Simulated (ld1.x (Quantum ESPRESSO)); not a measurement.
**What one change does to a pseudopotential (Bi (Z = 83), TM)**

- Element: bismuth
- Generator: ld1.x (Quantum ESPRESSO) 7.5
- Type: norm-conserving Troullier–Martins (Kleinman–Bylander form)
- Functional: PBE
- Relativity: non-relativistic
- Frozen core: [Xe] 4f14 5d10
- Valence charge: 5
- Reference configuration: 6s2 6p2.75 (charge +0.25)
- Partial waves: 6s (bound): rc 2.15 bohr; 6p (bound): rc 2.50 bohr
- Local potential: the p channel
- Core correction: a·sin(br)/r model core inside 1.20 bohr

Change: all radii but the core radius scaled by about 0.89 (s 1.92, p 2.24 bohr).

Cutoffs: the cutoffs (Ry, on a coarse ladder) from which the occupation-weighted sum of valence levels, in a spherical-Bessel basis at the reference potential, stays within 10 and 1 mRy of its value at 400 Ry; they do not see the model core or the augmentation charge, which bear on the density cutoff. Errors are all-electron minus pseudo energies relative to the spin-unpolarised reference configuration.

**Question.** Predict the effect on cutoff, ghosts and configuration errors.

**Answer.** The potential gets harder (18 Ry and 30 Ry → 21 Ry and 45 Ry); of the 7 tests that both files solve, the error grows in 0 and shrinks in 1 by more than 15 % and 0.3 meV (median size 2.3 → 1.9 meV); neither file shows a bound ghost. A smaller radius makes the pseudo-wave follow the all-electron one further in, where it bends more sharply, so more plane waves are needed.

| quantity | base | changed |
| --- | --- | --- |
| cutoff, loose | 18 Ry | 21 Ry |
| cutoff, tight | 30 Ry | 45 Ry |
| loose cutoff by channel (10 mRy a level) | s 10 Ry, p 8 Ry | s 18 Ry, p 8 Ry |
| bound ghosts | none | none |
| error for 6s2 6p3, meV [ΔE -1.38 eV] | -0.1 | -0.1 |
| error for 6s2 6p2, meV [ΔE 6.65 eV] | -2.3 | -1.9 |
| error for 6s2 6p1, meV [ΔE 21.83 eV] | -26 | -23 |
| error for 6s1 6p0, meV [ΔE 85.22 eV] | -416 | -399 |
| error for 6s1 6p4, meV [ΔE 5.31 eV] | -8.4 | -8.5 |
| error for 6s2 6p2.5, meV [ΔE 1.79 eV] | -0.1 | -0.1 |
| error for 6s2 6p3.3, meV [ΔE -2.53 eV] | -0.2 | -0.1 |
